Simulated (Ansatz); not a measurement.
`Cl[SiH2][S][GeH2][Cl]` + `S[SiH](Cl)Cl` → `Cl[SiH2]S[SiH](Cl)Cl` + `[SH][GeH2][Cl]`  (ligand exchange at the Si–S bond)

Calculated with Ansatz (gas phase, PBE0-D4/def2-TZVP geometries, no zero-point term in ΔE). CBS: MP2 limit from def2 TZ/QZ plus the TZ coupled-cluster correction, frozen cores. Functionals use def2-TZVPP. For Ge outer-core shells are correlated without core-valence functions, which leaves a few kJ/mol of doubt a bond. Scalar relativity is left out up to krypton. One conformer a species, not always the lowest.

Is it downhill or uphill in electronic energy at CCSD(T)/CBS, and by how much? (Best estimate.)

Ansatz gave: Uphill: ΔE = +3.8 kJ/mol.

What do these levels give: PBE-D4, r2SCAN-D4, PBE0-D4, B2PLYP, PBE, r2SCAN, PBE0, MP2/def2-TZVPP, SCS-MP2/def2-TZVPP, MP2/def2-QZVPP, SCS-MP2/def2-QZVPP, HF/CBS(def2)? (An estimate is asked.)

Ansatz gave: PBE-D4 1.1, r2SCAN-D4 2.5, PBE0-D4 1.7, B2PLYP 3.1, PBE 2.3, r2SCAN 3.0, PBE0 3.0, MP2/def2-TZVPP 3.9, SCS-MP2/def2-TZVPP 4.0, MP2/def2-QZVPP 3.7, SCS-MP2/def2-QZVPP 3.8, HF/CBS(def2) 4.0 kJ/mol.

Largest T1 diagnostic among the species: 0.010.
